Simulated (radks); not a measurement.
Ionisation ladder of cadmium, from Cd29+ to Cd47+ (ions without a valid solution omitted). Each ion is in the ground configuration listed by NIST, and IE = E(next ion) - E(this ion), with E = 0 for the bare nucleus. Method: scalar-relativistic Kohn-Sham, SCAN, spin-polarised, spherical densities, finite nucleus; open shells are filled with parallel spins first (spin-orbit coupling, left out, can overturn this in heavy ions); meta-GGA in the generalised Kohn-Sham scheme; Fermi nuclear charge, rms radius 4.6087 fm; computed with a radial shooting solver on a logarithmic mesh with Libxc functionals.

| species | configuration | E (hartree) | IE, Delta-SCF (eV) | IE, NIST (eV) | kind | error (eV) |
|---|---|---|---|---|---|---|
| Cd29+ | [Ar] 3d1 | -5013.46690 | 1629.3 | 1635 | theory | -5.7 |
| Cd30+ | [Ar] | -4953.59282 | 1872.5 | 1852 | semi-emp. | +20.5 |
| Cd31+ | [Ne] 3s2 3p5 | -4884.77890 | 1939.9 | 1918 | semi-emp. | +22.0 |
| Cd32+ | [Ne] 3s2 3p4 | -4813.48723 | 2005.8 | 1998 | semi-emp. | +7.8 |
| Cd33+ | [Ne] 3s2 3p3 | -4739.77515 | 2101.6 | 2091 | semi-emp. | +10.6 |
| Cd34+ | [Ne] 3s2 3p2 | -4662.54224 | 2171.7 | 2195 | semi-emp. | -23.3 |
| Cd38+ | [Ne] | -4319.48281 | 5911.7 | 5839 | semi-emp. | +72.7 |
| Cd39+ | [He] 2s2 2p5 | -4102.23279 | 6103.2 | 6039 | semi-emp. | +64.2 |
| Cd42+ | [He] 2s2 2p2 | -3405.33168 | 6771.6 | 6869 | semi-emp. | -97.4 |
| Cd43+ | [He] 2s2 2p1 | -3156.48032 | 6966.0 | 7109 | semi-emp. | -143.0 |
| Cd47+ | 1s1 | -1189.72341 | 32374 | 32341.6 | theory | +32.4 |

Reference values: NIST Atomic Spectra Database (exp. = measured, semi-emp. = semi-empirical, theory = theoretical value adopted there). The ionisation energy per charge of the ion left behind rises most, in proportion, at Cd47+ (1s1), from 158.32 to 674.46 eV. Against the entries that are not theoretical the mean signed error is +0.1 % and the largest -2.0 %. Open shells are spherical and high-spin; term and fine-structure splittings are not resolved.
